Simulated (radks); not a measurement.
Removal energies from the krypton ion Kr5+, [Ar] 3d10 4s2 4p(1/2: 1, 3/2: 0), by Delta-SCF beside the eigenvalue of the level emptied. All-electron calculation, Dirac Kohn-Sham, PBE, spin-unpolarised, spherical densities, finite nucleus; Fermi nuclear charge, rms radius of each element as measured or else 0.836 A^(1/3) + 0.57 fm. Program: a radial shooting solver on a logarithmic mesh with Libxc functionals. Sub-shells are occupied by j as written (lower j first in brackets).

| removed from | final configuration | Delta-SCF (eV) | -eigenvalue (eV) |
|---|---|---|---|
| 4p1/2 | [Ar] 3d10 4s2 | 78.015 | 70.843 |
| 4s1/2 | [Ar] 3d10 4s1 4p(1/2: 1, 3/2: 0) | 95.067 | 87.250 |
| 3d5/2 | [Ar] 3d(3/2: 4, 5/2: 5) 4s2 4p(1/2: 1, 3/2: 0) | 171.13 | 154.45 |
| 3d3/2 | [Ar] 3d(3/2: 3, 5/2: 6) 4s2 4p(1/2: 1, 3/2: 0) | 172.52 | 155.77 |
